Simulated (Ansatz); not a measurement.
`[SiH3][C]1=[CH][GeH2]1` → `C1=[CH][GeH2][SiH2]1`  (isomerisation)

Computed with Ansatz on PBE0-D4/def2-TZVP structures; ΔE is electronic, products minus reactants. CBS: MP2 limit from def2 TZ/QZ plus the TZ coupled-cluster correction, frozen cores. For Ge outer-core shells are correlated without core-valence functions, which leaves a few kJ/mol of doubt a bond. Scalar relativity is left out up to krypton.

`[SiH3][C]1=[CH][GeH2]1`:

```xyz
10

Si    0.641   -0.314   -1.637
C     0.127    0.069    0.091
C     0.579    0.572    1.230
Ge   -1.239    0.070    1.466
H     2.061    0.058   -1.883
H     0.465   -1.769   -1.882
H    -0.232    0.436   -2.577
H     1.517    0.983    1.587
H    -1.583   -1.238    2.177
H    -2.336    1.132    1.427
```

`C1=[CH][GeH2][SiH2]1`:

```xyz
10

C     0.072   -1.299    0.055
C     0.834   -0.590   -0.798
Ge    0.348    1.291   -0.484
Si   -0.961   -0.041    0.990
H     0.112   -2.385    0.123
H     1.548   -1.038   -1.487
H    -0.295    2.003   -1.689
H     1.491    2.174    0.051
H    -0.715    0.026    2.458
H    -2.433   -0.141    0.782
```

| species | CCSD(T)/CBS(def2) energy (Eh) |
| --- | --- |
| `[SiH3][C]1=[CH][GeH2]1` | -2444.81509 |
| `C1=[CH][GeH2][SiH2]1` | -2444.85931 |

(1) Work out ΔE.

Largest T1 diagnostic among the species: 0.013.

Results:

(1) ΔE = (-2444.85931) − (-2444.81509) = -0.04422 Eh = -116.1 kJ/mol.

From PBE to PBE0 (25 % exact exchange), in def2-TZVPP and without D4, ΔE moves by −4.8 kJ/mol.
